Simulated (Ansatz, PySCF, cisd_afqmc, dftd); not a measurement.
System: HSiO, charge 0, doublet. HSiO (SMILES [SiH]=O, doublet).
B3LYP-D3(BJ)/def2-TZVP minimum from Ansatz (an electronic-structure program):
```
Si
O 1 1.5293
H 1 1.5278 2 117.75
```
Charge 0, spin multiplicity 2.

Quantity: enthalpy of formation at 298 K (by atomisation, with ideal-gas terms from PySCF's Hessian at B3LYP-D3(BJ)/def2-TZVP and the atoms' measured values of the G2/97 table; no spin-orbit terms), in kcal/mol. Radicals and triplets start from unrestricted determinants; spin-orbit coupling is neglected. Correlated methods leave the cores frozen. Rows without X2C or -DK are non-relativistic. AFQMC is phaseless with a CISD trial state; ± is one standard error, without the phaseless bias. Outlying blocks are dropped, and bars are widened where a walk drifts. Over all cases where full CI ran beside it in this data, AFQMC minus full CI had a median of +0.1 mEh and passed +0.4 mEh in a tenth of the cases. CBS(X,Y): correlation extrapolated as X^-3, Hartree-Fock from the larger set (Q,5: extrapolated as (X+1)exp(-9√X)). A bracket is a step between two methods taken in the basis named. Functionals run without relativity, which enters their misses. Double hybrids freeze cores in their MP2 part. '+ core + X2C': CCSD(T) terms for core correlation (cc-pwCVTZ, 1s frozen past Ne) and scalar relativity (cc-pVTZ-DK). Where a partner has so few electrons that a lower coupled-cluster level is exact, that level stands in.

| level | program | enthalpy of formation at 298 K (kcal/mol) | difference against the last row |
|---|---|---|---|
| HF/aug-cc-pV(Q+d)Z | Ansatz | 92.1 | 86.9 |
| HF/cc-pV(5+d)Z | Ansatz | 91.9 | 86.7 |
| HF/CBS(cc-pV(Q+d)Z,cc-pV(5+d)Z) | Ansatz | 91.9 | 86.7 |
| B2GP-PLYP-D4/def2-TZVPD | Ansatz + dftd4 | 8.6 | 3.4 |
| CCSD/aug-cc-pV(D+d)Z | Ansatz | 34.8 | 29.6 |
| CCSD/CBS(cc-pV(Q+d)Z,cc-pV(5+d)Z) | Ansatz | 13.7 | 8.5 |
| CCSD(T)/cc-pV(Q+d)Z | Ansatz | 9.4 | 4.2 |
| AFQMC/CISD/cc-pV(D+d)Z | cisd_afqmc | 35.6 ± 0.3 | 30.4 |
| AFQMC/CISD/cc-pV(T+d)Z | cisd_afqmc | 15.7 ± 0.3 | 10.5 |
| CCSD(T)/CBS(cc-pV(Q+d)Z,cc-pV(5+d)Z) + [AFQMC/CISD - CCSD(T)]/cc-pV(D+d)Z + core + X2C | Ansatz + cisd_afqmc | 5.5 ± 0.3 | 0.3 |
| CCSD(T)/CBS(cc-pV(Q+d)Z,cc-pV(5+d)Z) + [CCSDT(Q) - CCSD(T)]/cc-pV(T+d)Z + [CCSDTQ - CCSDT(Q)]/cc-pV(D+d)Z + core + X2C | Ansatz | 5.2 | 0.0 |
